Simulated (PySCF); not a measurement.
**How methods differ on the ionisation energy of Lu⁴⁰⁺**

Lu⁴⁰⁺ [Ar] 3d10 4s2 4p1 [4p1/2^1, M_J = 1/2] → Lu⁴¹⁺ [Ar] 3d10 4s2, as a difference of total energies. All numbers are calculated (PySCF 2.14, the two-component X2C-1e Hamiltonian, in an uncontracted even-tempered set (16 s from 4.8 bohr⁻², ratio 2.8; 13 p from 6.2 bohr⁻², ratio 2.8; 8 d from 11 bohr⁻², ratio 2.8; 4 f from 27 bohr⁻², ratio 3)). Correlated levels: [Ne] frozen; the 72 highest virtual spinors dropped. "Screened" scales the spin-orbit matrix elements by Boettger's factors to mimic the two-electron term; Breit and QED terms are absent.

| method | ionisation energy (eV) |
| --- | --- |
| GHF (spin-free) | 1871.3 |
| GMP2 (spin-free) | 1872.1 |
| GHF (screened spin-orbit) | 1926.7 |
| GMP2 (screened spin-orbit) | 1927.4 |

Breit and QED terms and the two-electron picture change are absent.

The spin-free rows lack the spin-orbit shift.

For comparison: 1933 ± 4 eV (theoretical estimate listed by NIST; NIST Atomic Spectra Database, ionization energies).
